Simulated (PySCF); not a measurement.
Excitation energy of Ir⁺ by level of theory

Ir⁺ [Xe] 4f14 5d7 6s1 (5F) → Ir⁺ [Xe] 4f14 5d8 (3F), as a difference of total energies. Calculation: PySCF 2.14, in ANO-RCC-VTZP; scalar relativity by spin-free X2C-1e. Correlated levels: valence and next inner shell: [Kr] 4d10 4f14 frozen. The calculations carry no spin-orbit coupling.

```
                                method  excitation energy (cm⁻¹)  error (cm⁻¹)
                                   UHF                    6736.9         +3821
    MP2 (valence and next inner shell)                    2962.5           +46
SCS-MP2 (valence and next inner shell)                    1133.1         -1783
   CCSD (valence and next inner shell)                    3015.4           +99
CCSD(T) (valence and next inner shell)                    2406.1          -510
```

Reference: 2916.2 cm⁻¹ (measured; NIST levels, between the centres of gravity of the two terms).

Errors of the correlated levels include the incompleteness of this basis and the frozen core.
